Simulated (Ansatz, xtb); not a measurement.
**C2H10GeO2Si: which of two isomers lies lower**

We compare I, `CCO[SiH2][O][GeH3]`, a singlet, with II, `CO[Si@H](C)[O][GeH3]`, a singlet. Both are isolated molecules in the gas phase, relaxed with B3LYP/def2-SVP; the shapes shown needn't be the lowest conformers.

I (Å):

```xyz
16

C    -0.8288    0.7668    1.6166
C     0.4883    1.1196    0.9477
Ge    0.7405   -2.5128   -2.1733
O     0.7428    0.2128   -0.1101
O     1.9143   -1.1634   -2.0578
Si    2.0924    0.1549   -1.0893
H    -0.7930   -0.2554    2.0246
H    -1.6552    0.8166    0.8905
H    -1.0450    1.4651    2.4410
H     0.4489    2.1572    0.5613
H     1.3107    1.0848    1.6897
H     2.1863    1.3856   -1.9267
H     3.3213    0.0283   -0.2506
H     1.2880   -3.4176   -3.2910
H    -0.6439   -1.9458   -2.5436
H     0.6936   -3.2603   -0.8255
```

II (Å):

```xyz
16

C     0.0600    2.3193   -0.9709
C    -1.0771   -1.2227   -1.5354
Ge   -0.8485   -0.1738    2.8866
O    -0.4847    1.3089   -0.1597
O    -0.5880   -0.9192    1.2785
Si   -0.1325   -0.3264   -0.1950
H    -0.3666    2.3059   -1.9920
H    -0.1697    3.3009   -0.5253
H     1.1604    2.2370   -1.0621
H     1.3426   -0.4758   -0.3973
H    -2.1620   -1.0750   -1.4108
H    -0.8722   -2.3051   -1.4978
H    -0.7910   -0.8588   -2.5363
H    -0.9519   -1.3581    3.8646
H    -2.1585    0.6372    2.8585
H     0.3534    0.7284    3.2371
```

Problem. Estimate which is lower in electronic energy at CCSD(T)/def2-SVP + ΔMP2/def2-TZVPP, and by roughly how much.

Solution. The CCSD(T)/def2-SVP + ΔMP2/def2-TZVPP calculation puts structure II lower, by 36.6 kJ/mol.

The same difference at several levels:

```
                             level        geometry  E(II) − E(I) (kJ/mol)  departure from the last row (kJ/mol)  job, with rough time for the two
                    B3LYP/def2-SVP  B3LYP/def2-SVP                   −30.2                                  +6.4             optimisation, 4.4 min
                       HF/def2-SVP  B3LYP/def2-SVP                   −26.4                                 +10.2           part of the CCSD(T) run
                      MP2/def2-SVP  B3LYP/def2-SVP                   −28.4                                  +8.2           part of the CCSD(T) run
                  CCSD(T)/def2-SVP  B3LYP/def2-SVP                   −26.0                                 +10.7                      single point
CCSD(T)/def2-SVP + ΔMP2/def2-TZVPP  B3LYP/def2-SVP                   −36.6                                                   single point, 2.6 min
```

As drawn, II has 1 C–Si, 1 C–H in place of 1 C–C, 1 Si–H.

The levels shown agree on the order. The largest departure from CCSD(T)/def2-SVP + ΔMP2/def2-TZVPP is that of CCSD(T)/def2-SVP, 10.7 kJ/mol. Levels run at GFN2-xTB geometries aren't shown. The last row adds to CCSD(T) the change of the MP2 difference between the two basis sets, here −10.7 kJ/mol.

With thermal terms from frequencies at re-optimised GFN2-xTB minima (ideal gas, soft modes damped towards free rotors, one conformer each, 298.15 K, 1 atm): the zero-point term adds +2.0 kJ/mol; ΔH is −33.1 and ΔG −36.7 kJ/mol.

The correlated steps freeze 18 core orbitals; the filled d shell of Ge is correlated, in a basis made for valence electrons. Mirror images aren't counted in ΔG. Programs: Ansatz 0.2.0, xtb 6.7.1; the last row on 2 threads of Intel(R) Xeon(R) Processor @ 2.70GHz on a shared host.
